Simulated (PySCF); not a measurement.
## Correlation energy of B (boron, neutral)

[He] 2s2 2p1, 2P determinant. Computed with PySCF 2.14 in def2-TZVP (5s3p2d1f, 31 functions), with the non-relativistic Hamiltonian (point nucleus). Frozen: 1s2; 3 electrons correlated.

MP2 pair energies summed by pair of shells (mhartree):

| pair | energy | share (%) |
| --- | --- | --- |
| 2s-2s | -24.40 | 56.1 |
| 2s-2p | -19.10 | 43.9 |

Total MP2 correlation energy: -43.50 mhartree.

Same-spin part -3.13 and opposite-spin part -40.38 mhartree; SCS-MP2 scales them by 1/3 and 6/5 to -49.49 mhartree.

| level | correlation energy (mhartree) |
| --- | --- |
| CCSD | -64.26 |
| (T) | -1.31 |
| CCSD(T) | -65.57 |

Diagnostics: T1 = 0.014, D1 = 0.0259, largest double amplitude 0.107.

Problem. Is a single reference adequate?

Solution. Mostly. T1 lies below 0.03, but a double amplitude of this size points to a near-degeneracy that CCSD handles and MP2 describes poorly.
